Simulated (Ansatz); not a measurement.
`O[SiH][SiH](O)O` radical at its PBE0-D4/def2-TZVP geometry, where that method's forces vanish. Total charge 0; spin multiplicity 2.

```xyz
10

O     1.4743    0.0142    1.8811
Si    0.0086    0.6407    1.4033
Si   -0.3404   -0.1325   -0.7785
O    -0.2570   -1.7762   -0.8398
O    -1.8698    0.3280   -1.1413
H     1.9059    0.4294    2.6296
H     0.0355    2.1346    1.5413
H     0.6332    0.4093   -1.7781
H     0.6139   -2.1717   -0.9011
H    -2.2042    0.1241   -2.0164
```

Q: What forces (eV/Å) does B3LYP-D4/def2-TZVPP give on these atoms in Ansatz? (Estimate.)

A: Ansatz gave: 
```
O1   0.123 -0.032  0.041
Si2 -0.197  0.119  0.022
Si3  0.188  0.154 -0.039
O4   0.036 -0.121  0.001
O5  -0.116  0.030 -0.052
H6   0.060 -0.017  0.026
H7   0.011 -0.054 -0.017
H8  -0.049 -0.026  0.044
H9   0.008 -0.067 -0.004
H10 -0.064  0.015 -0.023
```

B3LYP here is the variant with VWN-RPA as its local correlation; programs differ in this.
